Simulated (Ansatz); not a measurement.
Consider the formal exchange of groups at the Si–Sn bond: `[CH3][SnH2][SiH2]N` + `N=CCl` → `N=C[SiH2]N` + `[CH3][SnH2][Cl]`.

Computed with Ansatz on PBE0-D4/def2-TZVP structures; ΔE is electronic, products minus reactants. CBS: MP2 limit from def2 TZ/QZ plus the TZ coupled-cluster correction, frozen cores. This one scheme is used for every species. DFT in def2-TZVPP. B3LYP here is the variant with VWN-RPA as its local correlation; programs differ in this. Elements past krypton have def2 core potentials. For Sn outer-core shells are correlated without core-valence functions, which leaves a few kJ/mol of doubt a bond. One conformer a species, not always the lowest.

| level | ΔE (kJ/mol) |
| --- | --- |
| B3LYP-D4 | -108.8 |
| ωB97M-V | -114.7 |
| B3LYP | -109.5 |
| HF/def2-TZVPP | -141.3 |
| HF/def2-QZVPP | -142.9 |
| SCS-MP2/def2-QZVPP | -120.2 |
| MP2/CBS(def2) | -115.8 |
| CCSD/CBS(def2) | -120.0 |

Problem. What does CCSD(T)/CBS give? (Best estimate.)

Solution. Computed: -115.7 kJ/mol. The listed levels differ from it by 6.9, 1.0, 6.2, -25.6, -27.2, -4.5, -0.1, -4.3 kJ/mol.

Largest T1 diagnostic among the species: 0.012.

From PBE to PBE0 (25 % exact exchange), in def2-TZVPP and without D4, ΔE moves by −10.6 kJ/mol. In def2-TZVPP, CCSD(T) changes the Hartree–Fock value by +28.9 kJ/mol (the triples alone add +4.3 kJ/mol) and MP2 by +28.9 kJ/mol.
